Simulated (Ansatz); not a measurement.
Cost and result for the atomization energy of Cl2H3O2Si2, SMILES `O[SiH](Cl)O[SiH]Cl` radical (9 atoms, 8 bonds).

```xyz
9

O    -0.3320   -2.2101    0.8117
Si   -0.6650   -0.6580    0.4842
Cl   -0.5170    0.4860    2.1751
O     0.3973   -0.0628   -0.5973
Si    0.8207    1.1524   -1.5976
Cl   -0.3617    2.7980   -1.2446
H     0.4639   -2.4287    1.2990
H    -2.0373   -0.6072   -0.0330
H     2.2310    1.5304   -1.2975
```

The species carries charge 0 and has multiplicity 2. The structure was optimised at the PBE0-D4/def2-TZVP level. It is one conformer, not always the lowest. Program: Ansatz. All runs use 2 threads of an AMD EPYC 7R13 on a shared host and a share of an NVIDIA H100 80 GB. Times are those of one run each, without the atoms' runs, and a repeat can differ threefold. Electronic energies, without spin–orbit coupling; frozen cores. CCSD(T)/CBS adds CCSD(T) − MP2 in def2-TZVPP to the MP2 limit, and its time is that of the two runs behind it. T1 = 0.012; ⟨S²⟩ of the reference is 0.75. B3LYP takes the VWN-RPA correlation (the form of Gaussian; ORCA's B3LYP/G).

CCSD(T)/CBS is a level of theory with its own doubt, some kJ/mol a heavy atom from the limit and from the frozen cores, so smaller differences don't rank the functionals.

```json
{"level": "PBE0-D4/def2-TZVPP", "functions": "272", "wall time": "3.4 s", "atomization (kcal/mol)": "775.2", "difference from CCSD(T)/CBS": "-10.6", "per bond": "-1.3"}
{"level": "PBE-D4/def2-TZVPP (with forces)", "functions": "272", "wall time": "3.6 s", "atomization (kcal/mol)": "789.6", "difference from CCSD(T)/CBS": "3.8", "per bond": "0.5"}
{"level": "r2SCAN-D4/def2-TZVPP (with forces)", "functions": "272", "wall time": "3.8 s", "atomization (kcal/mol)": "789.2", "difference from CCSD(T)/CBS": "3.4", "per bond": "0.4"}
{"level": "B3LYP-D4/def2-TZVPP (with forces)", "functions": "272", "wall time": "4 s", "atomization (kcal/mol)": "775.2", "difference from CCSD(T)/CBS": "-10.6", "per bond": "-1.3"}
{"level": "B2PLYP/def2-TZVPP", "functions": "272", "wall time": "4 s", "atomization (kcal/mol)": "769.4", "difference from CCSD(T)/CBS": "-16.4", "per bond": "-2.1"}
{"level": "MP2/def2-QZVPP", "functions": "484", "wall time": "4.4 s", "atomization (kcal/mol)": "803.0", "difference from CCSD(T)/CBS": "17.2", "per bond": "2.1"}
{"level": "ωB97X-V/def2-TZVPP", "functions": "272", "wall time": "5 s", "atomization (kcal/mol)": "786.1", "difference from CCSD(T)/CBS": "0.3", "per bond": "0.0"}
{"level": "ωB97M-V/def2-TZVPP (with forces)", "functions": "272", "wall time": "6.5 s", "atomization (kcal/mol)": "785.4", "difference from CCSD(T)/CBS": "-0.4", "per bond": "-0.1"}
{"level": "CCSD(T)/def2-TZVPP", "functions": "272", "wall time": "14 s", "atomization (kcal/mol)": "757.6", "difference from CCSD(T)/CBS": "-28.2", "per bond": "-3.5"}
{"level": "CCSD(T)/CBS(def2)", "functions": "–", "wall time": "18 s", "atomization (kcal/mol)": "785.8", "difference from CCSD(T)/CBS": "0.0", "per bond": "0.0"}
```

From PBE to PBE0 (25 % exact exchange), in def2-TZVPP and without D4, the atomization energy moves by −13.4 kcal/mol: exact exchange takes away binding that semilocal exchange gives to molecules. The D4 term adds +12.0 kcal/mol with B3LYP and +6.3 kcal/mol with PBE0; it sums over pairs of atoms, weighted by their polarisabilities, and B3LYP, whose exchange is more repulsive, gets the larger term. In def2-TZVPP, CCSD(T) changes the Hartree–Fock value by +187.4 kcal/mol (the triples alone add +13.5 kcal/mol) and MP2 by +215.7 kcal/mol; breaking electron pairs costs correlation energy, which Hartree–Fock lacks.
